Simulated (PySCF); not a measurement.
Ga(OMe)(PH2)2 (CH7GaOP2), SMILES C[O][Ga]([PH2])[PH2].

Geometry optimised at B3LYP-D3(BJ)/def2-SVP. Other conformers were not sampled.

Computed with TDA-PBE/def2-SVPD (PySCF).

Vertical excitations. Isolated molecule, no solvent.

Problem. Estimate the UV-visible absorptions. (The exact figures need the calculation; the answer reports its results.)

Solution. 
```json
[
 {"state": "S1", "energy (eV)": "4.52", "λ (nm)": "274", "f": "0.031", "main pairs": "HOMO→LUMO 73 %, HOMO→LUMO+1 20 %"},
 {"state": "S2", "energy (eV)": "4.81", "λ (nm)": "258", "f": "0.024", "main pairs": "HOMO−1→LUMO 60 %, HOMO−2→LUMO 21 %"},
 {"state": "S3", "energy (eV)": "4.94", "λ (nm)": "251", "f": "0.028", "main pairs": "HOMO−2→LUMO 46 %, HOMO→LUMO+1 20 %, HOMO−1→LUMO 15 %, HOMO−1→LUMO+1 10 %"},
 {"state": "S4", "energy (eV)": "5.10", "λ (nm)": "243", "f": "0.040", "main pairs": "HOMO−1→LUMO+1 60 %"},
 {"state": "S5", "energy (eV)": "5.14", "λ (nm)": "241", "f": "0.128", "main pairs": "HOMO→LUMO+1 29 %, HOMO→LUMO+2 19 %, HOMO−1→LUMO+1 19 %, HOMO−2→LUMO 9 %"},
 {"state": "S6", "energy (eV)": "5.31", "λ (nm)": "233", "f": "0.056", "main pairs": "HOMO→LUMO+2 69 %, HOMO→LUMO+3 11 %"},
 {"state": "S7", "energy (eV)": "5.50", "λ (nm)": "226", "f": "0.040", "main pairs": "HOMO−2→LUMO+1 48 %, HOMO−1→LUMO+2 37 %"},
 {"state": "S8", "energy (eV)": "5.59", "λ (nm)": "222", "f": "0.043", "main pairs": "HOMO−1→LUMO+2 58 %, HOMO−2→LUMO+1 21 %"},
 {"state": "S9", "energy (eV)": "5.71", "λ (nm)": "217", "f": "0.099", "main pairs": "HOMO→LUMO+3 64 %"},
 {"state": "S10", "energy (eV)": "5.84", "λ (nm)": "212", "f": "0.007", "main pairs": "HOMO−1→LUMO+3 56 %, HOMO−2→LUMO+2 37 %"},
 {"state": "T1", "energy (eV)": "3.84", "λ (nm)": "323", "f": "0", "main pairs": "HOMO→LUMO 96 %"},
 {"state": "T2", "energy (eV)": "4.24", "λ (nm)": "292", "f": "0", "main pairs": "HOMO−1→LUMO 99 %"},
 {"state": "T3", "energy (eV)": "4.48", "λ (nm)": "277", "f": "0", "main pairs": "HOMO→LUMO+1 94 %"},
 {"state": "T4", "energy (eV)": "4.56", "λ (nm)": "272", "f": "0", "main pairs": "HOMO−2→LUMO 89 %"}
]
```
Triplets are in the Tamm–Dancoff approximation.
